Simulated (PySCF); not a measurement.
An unknown is described by computed data only.

Formula: C4H6FO2; charge +1.

| Item | Value |
| --- | --- |
| UV, strongest line | among the 8 lowest singlet transitions: S6 at 8.37 eV (148 nm, f = 0.258) [TDDFT B3LYP/def2-SVPD] |
| Rotational structure | rotational constants A, B, C: 5.470, 2.257, 1.802 GHz [GFN2-xTB] |
| UV, first state | lowest singlet excitation: 6.80 eV (182 nm, f = 0.009) [TDDFT B3LYP/def2-SVPD] |
| XPS | C1s 297.2, C1s 298.9, C1s 301.1, C1s 302.0, O1s 546.7, O1s 546.9, F1s 698.4 eV [ΔSCF SCAN, pcX-2 on the ionised atom, pcseg-1 elsewhere, spin-free X2C] |
| Triplet | lowest triplet excitation (Tamm–Dancoff): 5.95 eV [TDA B3LYP/def2-SVPD] |
| Polarisability | 49.4 au [B3LYP/def2-SVPD] |

The electronic properties come from PySCF, for the isolated species, density fitting. Levels stand in brackets. Isolated species at its GFN2-xTB geometry, gas phase.

**Question.** Give a SMILES that accounts for the data.

**Answer.** Numbering: `[CH3:1][C+:2]1[O:3][CH2:4][C@H:5]([F:6])[O:7]1`. The core levels belong to: C1s 297.2 eV, methyl carbon [C1]; C1s 298.9 eV, sp3 carbon bound to oxygen [C4]; C1s 301.1 eV, sp3 C–F carbon [C5]; C1s 302.0 eV, carbon bonded to C and 2 O [C2]; O1s 546.7 eV, oxygen bonded to 2 C [O7]; O1s 546.9 eV, oxygen bonded to 2 C [O3]; F1s 698.4 eV, alkyl fluorine [F6]. S1 is mainly HOMO→LUMO (weight 0.92); the largest Löwdin shares of the orbital it empties are 0.37 on the alkyl fluorine, 0.18 on the sp3 C–F carbon, 0.12 on the sp3 carbon bound to oxygen and 0.10 on an oxygen bonded to 2 C, of the orbital it fills 0.44 on the carbon bonded to C and 2 O, 0.20 on an oxygen bonded to 2 C, 0.17 on an oxygen bonded to 2 C and 0.08 on the methyl carbon. The optimised geometry has point group C1 and is an asymmetric top. Structure: `F[C@H]1CO[C+](O1)C`. The assignments are read from this structure; whether some other isomer fits the data as well wasn't checked. The mirror image fits equally.
